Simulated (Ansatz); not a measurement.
Computed with Ansatz on PBE0-D4/def2-TZVP structures; ΔE is electronic, products minus reactants. CBS: MP2 limit from def2 TZ/QZ plus the TZ coupled-cluster correction, frozen cores. DFT in def2-TZVPP. B3LYP here is the variant with VWN-RPA as its local correlation; programs differ in this. HSE06 is defined as in plane-wave codes. Elements past krypton have def2 core potentials. For Br, In, Se, Sn outer-core shells are correlated without core-valence functions, which leaves a few kJ/mol of doubt a bond. Scalar relativity is left out up to krypton. Each species was taken in one conformer, which may not be the lowest.

`[F][SnH]([Cl])[SeH]` + `[CH3][In]([Cl])[Br]` → `[CH3][SnH]([F])[SeH]` + `[Cl][In]([Cl])[Br]`  (redistribution)

`[F][SnH]([Cl])[SeH]`:

Cartesian coordinates in Å:
```
F 1.590 -1.245 -0.309
Sn 0.354 -0.020 0.483
Cl -1.347 -1.406 1.202
Se -0.484 1.526 -1.287
H 1.153 0.715 1.785
H -1.268 0.430 -1.874
```

`[CH3][In]([Cl])[Br]`:

Z-matrix (Å, degrees):
```
C
In 1 2.128
H 1 1.089 2 109.4
H 1 1.089 2 109.2 3 121.2
H 1 1.090 2 108.5 3 -119.6
Cl 2 2.326 1 123.2 3 -155.2
Br 2 2.462 1 124.9 3 25.1
```

`[CH3][SnH]([F])[SeH]`:

```xyz
9

C     0.823   -0.748    0.777
Sn   -0.552    0.728    0.118
F     0.573    2.241   -0.295
Se   -1.751    0.080   -1.995
H     0.294   -1.672    1.010
H     1.546   -0.930   -0.017
H     1.341   -0.384    1.663
H    -1.697    1.342    1.220
H    -0.577   -0.659   -2.480
```

`[Cl][In]([Cl])[Br]`:

Z-matrix (Å, degrees):
```
In
Cl 1 2.296
Br 1 2.430 2 120.6
Cl 1 2.296 2 118.7 3 180.0
```

```csv
level,ΔE (kJ/mol),difference from CCSD(T)/CBS
PBE-D4,-7.0,6.2
revPBE-D4,-7.9,5.3
BLYP-D4,-6.6,6.6
r2SCAN-D4,-9.1,4.1
PBE0-D4,-10.6,2.6
B3LYP-D4,-9.3,3.9
r2SCANh-D4,-10.1,3.1
r2SCAN0-D4,-11.7,1.5
HSE06-D4,-10.5,2.7
BHLYP-D4,-13.4,-0.2
CAM-B3LYP-D4,-11.1,2.1
ωB97M-V,-11.3,1.9
B2PLYP,-10.9,2.3
PBE-QIDH,-13.4,-0.2
PBE,-6.7,6.5
revPBE,-7.1,6.1
BLYP,-6.2,7.0
r2SCAN,-9.0,4.2
PBE0,-10.4,2.8
B3LYP,-9.0,4.2
r2SCAN0,-11.6,1.6
HSE06,-10.3,2.9
BHLYP,-13.3,-0.1
CAM-B3LYP,-10.9,2.3
LC-ωPBE,-13.4,-0.2
RPA@PBE/def2-TZVPP,-14.2,-1.0
HF/def2-SVP,-21.3,-8.1
MP2/def2-SVP,-18.0,-4.8
CCSD/def2-SVP,-19.1,-5.9
CCSD(T)/def2-SVP,-18.6,-5.4
HF/def2-TZVPP,-20.1,-6.9
MP2/def2-TZVPP,-12.3,0.9
CCSD/def2-TZVPP,-15.2,-2.0
CCSD(T)/def2-TZVPP,-14.3,-1.1
HF/def2-QZVPP,-19.0,-5.8
MP2/def2-QZVPP,-11.2,2.0
SCS-MP2/def2-QZVPP,-12.2,1.0
HF/CBS(def2),-18.8,-5.6
MP2/CBS(def2),-11.2,2.0
CCSD/CBS(def2),-14.1,-0.9
CCSD(T)/CBS,-13.2,0
```

Largest T1 diagnostic among the species: 0.012.

Leaving LDA and LC-ωPBE aside and taking each functional with its dispersion term where it has one, the values spread over 6.8 kJ/mol, from PBE-QIDH to BLYP-D4. From PBE to PBE0 (25 % exact exchange), in def2-TZVPP and without D4, ΔE moves by −3.7 kJ/mol.

CCSD(T)/CBS has its own doubt, a few kJ/mol and more with outer-core shells, so smaller differences from it don't rank the levels.
